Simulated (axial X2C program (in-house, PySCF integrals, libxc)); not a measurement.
## Correcting the dissociation energy of ZrBr for spin–orbit coupling

A spin-free CCSD(T) curve (one-electron X2C) was computed with an axial X2C code built on PySCF integrals, basis Zr dyall-cv3z [11s12p9d6f3g], Br dyall-cv3z [8s9p6d4f1g] (cores contracted in-house), for the state M_S = 3/2, Λ = 0 (beyond evenly filled blocks: σα, δ+α, δ-α). It gives D0 = 3.735 eV to Zr + Br, which in a spin-free picture are the weighted means of the ground terms.

Correlated methods: 19 electrons correlated (number of frozen shells: Zr 3 s, 2 p, 1 d; Br 3 s, 2 p, 1 d), 323 virtual spin orbitals or spinors in MP2, 109 natural virtuals in coupled cluster.

Measured levels of the ground terms (NIST Handbook of Basic Atomic Spectroscopic Data), in cm⁻¹: Zr 3F: J = 2 at 0, J = 3 at 570.4, J = 4 at 1240.8; Br 2P: J = 3/2 at 0, J = 1/2 at 3685.2.

The molecular state has Λ = 0, so it has no first-order lowering.

Question: How far does each ground level lie under the (2J+1)-weighted mean of its term?

Answer: Zr: (5 × 0 + 7 × 570.4 + 9 × 1240.8)/21 = 722 cm⁻¹; Br: (4 × 0 + 2 × 3685.2)/6 = 1228 cm⁻¹.

Question: Correct D0.

Answer: D0 = 3.735 + (0 − 1950)/8065.5 = 3.493 eV at CCSD(T) with these spin–orbit terms. The direct two-component run, taken to the lowest atomic determinants of a wider search where it found them, gives 3.525 eV; the difference holds second-order terms in the molecule, scalar two-electron terms, the gap between measured and computed atomic splittings (a 2c atom can miss part of its lowering) and, in coupled cluster, the truncation of each run.

Second-order spin–orbit effects in the molecule, which grow quickly with Z, are left out. The state is one determinant whose occupation by symmetry is held fixed; it was picked as the lowest of a PBE0 search that is not exhaustive. Dissociation energies refer to the lowest single-determinant-based atoms at the same level and basis. Coupled cluster ran in a truncated set of natural virtual spinors; the MP2 energy of the rest was added. (T) has no such correction and the atoms are truncated less, which lowers De at CCSD(T) by a hundredth of an eV or more. Other states lie close and PBE0, whose exact exchange favours high spin, may order them wrongly; the determinant shown need not be the ground state. The nearest other spin-free determinant of the search, M_S = 3/2, Λ = 3, lies 0.14 eV up at the distance of the search.
